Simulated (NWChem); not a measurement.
System meant: CBF5; SMILES C(B(F)F)(F)(F)F

The following NWChem deck was run.

```
start job
memory heap 200 mb stack 900 mb global 1100 mb
geometry units angstroms noautoz
  B      0.007069    -0.973496     0.003446
  C      0.009155     0.638390     0.003680
  F     -0.512633     1.099601    -1.141031
  F      1.235661     1.144275     0.125787
  F     -0.732799     1.113302     1.010648
  F      1.129733    -1.640156    -0.000497
  F     -1.132327    -1.612933    -0.000135
end
basis spherical
  B library def2-svp
  C library def2-svp
  F library def2-svp
end
dft
  xc xpbe96 cpbe96
  iterations 4
  mulliken
end
task dft energy
```

End of the output:

```
    Atom       Charge   Shell Charges
 -----------   ------   -------------------------------------------------------
    1 B    5     5.21   1.96  0.52  0.22  1.39  0.59  0.54
    2 C    6     5.93   1.96  0.62  0.32  1.73  0.94  0.37
    3 F    9     9.03   1.98  1.02  0.73  3.21  2.08  0.01
    4 F    9     9.02   1.98  1.02  0.73  3.21  2.08  0.01
    5 F    9     9.03   1.98  1.02  0.73  3.21  2.08  0.01
    6 F    9     8.89   1.98  0.98  0.69  3.21  2.02  0.01
    7 F    9     8.89   1.98  0.98  0.69  3.20  2.02  0.01

 center of mass
 --------------
 x =  -0.00002634 y =  -0.01389874 z =   0.00001308

 moments of inertia (a.u.)
 ------------------
         827.355401924841          -0.000000000000           0.000000000000
          -0.000000000000         490.132125803690          -0.000000000000
           0.000000000000          -0.000000000000        1000.087978440120

     Multipole analysis of the density
     ---------------------------------

     L   x y z        total         alpha         beta         nuclear
     -   - - -        -----         -----         ----         -------
     0   0 0 0     -0.000000    -28.000000    -28.000000     56.000000

     1   1 0 0      0.019299      0.009649      0.009649      0.000000
     1   0 1 0     -0.263820     -0.131910     -0.131910      0.000000
     1   0 0 1      0.009929      0.004964      0.004964     -0.000000

     2   2 0 0    -27.540961    -92.274238    -92.274238    157.007515
     2   1 1 0     -0.002038     -0.007445     -0.007445      0.012853
     2   1 0 1     -0.001160     -0.000574     -0.000574     -0.000013
     2   0 2 0    -27.445270   -171.974838   -171.974838    316.504406
     2   0 1 1     -0.010743     -0.008347     -0.008347      0.005952
     2   0 0 2    -25.337988    -50.258940    -50.258940     75.179892

 ------------------------------------------------------------------------
 dft energy failed                                                                                  0
 ------------------------------------------------------------------------
 ------------------------------------------------------------------------
  current input line :
    22: task dft energy
 ------------------------------------------------------------------------
 ------------------------------------------------------------------------
 This type of error is most commonly associated with calculations not reaching convergence criteria
 ------------------------------------------------------------------------
 For more information see the NWChem manual at https://nwchemgit.github.io

0:dft energy failed:Received an Error in Communication
```

Q: Find the fault in this run and fix the input.

A: Convergence was not reached. Cause: the SCF was allowed too few iterations. This input runs:
```
start job
memory heap 200 mb stack 900 mb global 1100 mb
geometry units angstroms noautoz
  B      0.007069    -0.973496     0.003446
  C      0.009155     0.638390     0.003680
  F     -0.512633     1.099601    -1.141031
  F      1.235661     1.144275     0.125787
  F     -0.732799     1.113302     1.010648
  F      1.129733    -1.640156    -0.000497
  F     -1.132327    -1.612933    -0.000135
end
basis spherical
  * library def2-svp
end
dft
  xc xpbe96 cpbe96
  iterations 150
  mulliken
end
task dft energy
```
It converges to -561.31611 Ha (PBE/def2-SVP).
